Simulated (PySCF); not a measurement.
[WO4]2- (charge -2 and singlet state).
Bonds: W1–O2, W1–O3, W1–O4, W1–O5.

Method: PBE0-D3(BJ)/def2-SVP geometry optimisation, gas phase, def2 core potentials past Kr in PySCF.

Problem. How far are the bound atoms from W1?

Solution. 4 atoms: O2 1.792 Å, O3 1.792 Å, O5 1.792 Å, O4 1.792 Å.

Problem. What is the shape at W1?

Solution. Tetrahedral: angles from 109.4° to 109.5°; τ4 = (360° − α − β)/141° = 1.00 with α and β the two widest (0 for a square, 1 for a tetrahedron).

Problem. What are the rotational constants (commonest isotopes, rigid rotor)?

Solution. A = 3692, B = 3690, C = 3689 MHz: a spherical top.

Point group: Td (tolerance 0.08 Å). Charge -2, singlet. Whether so highly charged an anion holds all its electrons in the gas phase wasn't checked; a finite basis holds them in any case. No counter-ion or solvent screens the charge of this multiply charged ion. Not checked by PBE0-D3(BJ)/def2-SVP frequencies.

Time: 28 s of wall time; peak memory 0.34 GiB. Hardware: one thread of an Arm Neoverse V1, shared host. That covers the optimisation of the geometry.
